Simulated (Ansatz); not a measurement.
One change: `O[SiH2][Al]([OH])[OH]` becomes `[OH][Al]([OH])[SiH3]`.

Ansatz, PBE0-D4/def2-TZVP geometries, multiplicity 1. Each molecule was computed in one conformer, which needn't be the lowest.

```tsv
property	`O[SiH2][Al]([OH])[OH]`
HOMO energy (B3LYP/def2-TZVPP) / eV	-7.47
HOMO–LUMO gap (B3LYP/def2-TZVPP) / eV	6.60
HOMO energy (PBE0/def2-TZVPP) / eV	-7.66
HOMO–LUMO gap (PBE/def2-TZVPP) / eV	5.07
LUMO energy (PBE0/def2-TZVPP) / eV	-0.69
size of the dipole moment (ωB97M-V/def2-TZVPP) / D	3.84
```

(1) Give the same properties after the change, and the shifts. (Best estimate.)

Answers

(1) Ansatz gave: 
| property | `[OH][Al]([OH])[SiH3]` | shift |
| --- | --- | --- |
| HOMO energy (B3LYP/def2-TZVPP) / eV | -7.83 | -0.36 |
| HOMO–LUMO gap (B3LYP/def2-TZVPP) / eV | 6.96 | 0.36 |
| HOMO energy (PBE0/def2-TZVPP) / eV | -8.03 | -0.37 |
| HOMO–LUMO gap (PBE/def2-TZVPP) / eV | 5.47 | 0.40 |
| LUMO energy (PBE0/def2-TZVPP) / eV | -0.70 | -0.01 |
| size of the dipole moment (ωB97M-V/def2-TZVPP) / D | 2.57 | -1.27 |

Dipoles are sizes alone; their direction can turn.

B3LYP here is the variant with VWN-RPA as its local correlation; programs differ in this.
